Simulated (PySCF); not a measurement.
CH4N, SMILES [NH]C, multiplicity 2.

The structure is a stationary point at PBE0-D3(BJ)/def2-TZVP. The isomer is the one that the SMILES or the coordinates give; other isomers of the formula were not compared.

Level of theory: PBE/def2-TZVPD (PySCF).

The molecule is in vacuum.

Computed frontier levels, dipole moment and polarisability:
* **α spin, highest occupied and lowest empty level**: -6.16 and -0.26 eV
* **β spin, highest occupied and lowest empty level**: -6.22 and -3.77 eV
* **dipole moment**: 1.97 D
* **quadrupole, principal values (traceless, Buckingham form, about the centre of nuclear charge)**: -3.43, 0.38, 3.05 D·Å
* **mean static polarisability**: 25.3 bohr³ (3.76 Å³)
* **polarisability, principal values**: 22.1, 24.1, 29.9 bohr³
* **⟨S²⟩**: 0.753 (pure state 0.75)
